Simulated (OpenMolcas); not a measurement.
Ru3+ among 6 point charges of -1.7 e arranged as an octahedron (Oh), 2.27 Å from the ion.

| Item | Value |
| --- | --- |
| Program | OpenMolcas 26.06 |
| Method | SS-CASPT2, IPEA 0.25 Eh, imaginary shift 0.1 Eh (closed shells correlated: 4s 4p) |
| Basis | ANO-RCC-VDZP [6s5p3d1f] |
| Scalar Hamiltonian | DKH2, point nucleus |
| Active space | 5 electrons in 5 orbitals (4d) |
| State averaging | 2S+1 = 6 even, 1 root; 2S+1 = 4 even, 24 roots; 2S+1 = 2 even, 75 roots |
| Spin-orbit coupling | state interaction with AMFI integrals over the reference wave functions |

What is the spin-free ground state (labels of O, the rotations of Oh)?

6A1, 1-fold in its orbital part, 100 % from free-ion S terms; it has the highest spin that d5 allows.

What are the lowest two levels with spin-orbit coupling?

A 2-fold level Γ7 with g = 3.33, 3.33, 3.33, then a 4-fold level Γ8 0 cm-1 above it. Their leading multiplicities are 6 (99 %) and 6 (99 %).

What is χT at 300 K, and how does it compare with the textbook value?

The lowest level has 2S+1 = 6, for which the spin-only value is χT = S(S+1) / 2 = 4.375 cm3 K/mol (g = 2). The computed 4.370 at 300 K differs by -0.005, through a little spin-orbit mixing out of the ground term, against the free-electron g of 2.0023, which raises it.

Roots that are degenerate in the reference are averaged as groups; the widest CASPT2 spread within a group is 110 cm-1 (the 3-fold group of multiplicity 4 near 40600 cm-1 above the lowest state of its run). Shifts and gaps below about the spread of the groups concerned are not significant. Point charges give a weaker field than real ligands, and real ions of this kind are as a rule low spin; the high spin found here belongs to the model. This field is weak: 10Dq is about 4706 cm-1, while octahedral complexes of 4d ions of charge 3 and more, computed by the same method with explicit ligands, had a median near 25000 cm-1. Ground spin and moment need not be those of a real site. Free-ion shares, where given, are those of the reference states; single-state CASPT2 does not remix them. This is an electrostatic model: the charges have no orbitals. No measured value stands beside these numbers.
